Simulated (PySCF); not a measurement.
[WOF5]2- (charge -2 and doublet state).
Structure used (PBE0-D3(BJ)/def2-SVP), in Å, numbered top down from 1:
```
atom  x, y, z in Å
W1    -0.001    0.000    0.150
O2    -0.014   -0.010    1.888
F3     0.011    0.006   -1.861
F4     1.972    0.007   -0.029
F5    -1.971   -0.005   -0.059
F6    -0.004    1.972   -0.039
F7     0.007   -1.971   -0.051
```

Level of theory: PBE0-D3(BJ)/def2-SVP geometry optimisation, gas phase, def2 core potentials past Kr in PySCF.

Take the most abundant isotopes and a rigid rotor. 

(1) What are A, B and C (MHz)?

(2) What kind of rotor is it?

(3) Is it planar, by Δ = Ic − Ia − Ib?

(4) Give the other two planar moments, Paa and Pbb, and the rms extents of the mass along the axes.

(5) Where do the R-branch lines fall?

(6) Estimate the classical rotational partition function at 50 K, 100 K and 200 K.

Results:

(1) Ia = 273.52, Ib = 273.61, Ic = 295.36 u·Å²; 505379 MHz·u·Å²/I gives A = 1848, B = 1847, C = 1711 MHz.

(2) An oblate symmetric top, as the point group C4v requires two equal moments. Ray's parameter κ = (2B − A − C)/(A − C) = 0.992; −1 is the prolate and +1 the oblate limit.

(3) Not planar: Δ = Ic − Ia − Ib = -251.78 u·Å². For a rigid frame Δ = −2 Σ m c², so Σ m c² = 125.89 u·Å² lies off the ab plane. The atom farthest from that plane is 1.93 Å away.

(4) Paa = Σ m a² = (Ib + Ic − Ia)/2 = 147.72 and Pbb = Σ m b² = (Ia + Ic − Ib)/2 = 147.64 u·Å². With the mass M = 294.94 u, the rms extents √(P/M) along a, b and c are 0.71, 0.71, 0.65 Å.

(5) The dipole of 0.54 D (about the centre of mass, as the species is charged) lies along the symmetry axis, so ΔK = 0 and J+1 ← J falls at 2B(J+1) for every K: 3.69 GHz, 7.39 GHz, 11.08 GHz, 14.78 GHz, 18.47 GHz for J = 0 to 4.

(6) Point group C4v, symmetry number σ = 4; q = (√π/σ)·√((kT/h)³/(ABC)), k/h = 20836.6 MHz/K: 6170 at 50 K, 17400 at 100 K, 49300 at 200 K.

For this open shell read J as N, the rotation without spin; fine and hyperfine splittings come on top. Stationary, but not proved a minimum. ⟨S²⟩ = 0.755 (exact for a doublet: 0.75). Whether so highly charged an anion holds all its electrons in the gas phase wasn't checked; a finite basis holds them in any case. No counter-ion or solvent screens the charge of this multiply charged ion. The geometry's basis has no diffuse functions, a weakness for an anion. Zero-point vibration and centrifugal distortion are left out.

Time: 84 s of wall time. Hardware: one thread of an Arm Neoverse V2, on a shared host. This is the geometry optimisation.

Caution for open-shell metal species: one SCF solution and one stationary point were followed, and a lower state or a bent or distorted shape isn't ruled out.
